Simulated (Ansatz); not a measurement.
Relaxation of ClH7OSiSn (11 atoms, charge 0, multiplicity 1), to a largest force component of 0.03 eV/Å in at most 50 steps.

Theory: RKS B3LYP/def2-SVP (Ansatz 0.2.0).

```xyz
11
Properties=species:S:1:pos:R:3
Sn -0.235 -0.082 -0.519
Cl -0.234 0.924 2.952
H 1.047 -0.792 0.362
H -0.202 1.632 -0.576
H -0.446 -0.807 -2.071
O -1.881 -0.560 0.478
Si -3.406 -1.113 0.118
H -3.382 -2.545 -0.313
H -4.252 -0.994 1.340
H -4.031 -0.313 -0.981
H -1.249 0.217 2.440
```

Q: Where does it end, and by what steps?

A: It converged. After 7 steps the energy has fallen by 0.130 eV; Cl2 moved furthest, 0.52 Å.

| step | energy less start (eV) | largest force component (eV/Å) | accepted |
| --- | --- | --- | --- |
| 0 | 0.0000 | 0.850 | yes |
| 1 | -0.0346 | 0.909 | yes |
| 2 | -0.1062 | 0.417 | yes |
| 3 | -0.1253 | 0.161 | yes |
| 4 | -0.1286 | 0.090 | yes |
| 5 | -0.1294 | 0.080 | yes |
| 6 | -0.1294 | 0.076 | yes |
| 7 | -0.1304 | 0.005 | yes |

```xyz
11
Properties=species:S:1:pos:R:3
Sn -0.165 -0.082 -0.579
Cl -0.716 0.783 3.075
H 1.105 -0.877 0.242
H -0.029 1.620 -0.640
H -0.515 -0.780 -2.109
O -1.821 -0.448 0.539
Si -3.339 -1.070 0.219
H -3.255 -2.497 -0.217
H -4.139 -0.982 1.471
H -4.022 -0.294 -0.861
H -1.375 0.195 2.090
```

Whether the end is a true minimum wasn't checked by a vibrational analysis.

Time of the run: 14 s on 4 threads of Arm Neoverse V2, on a shared host, peak memory 0.28 GiB.
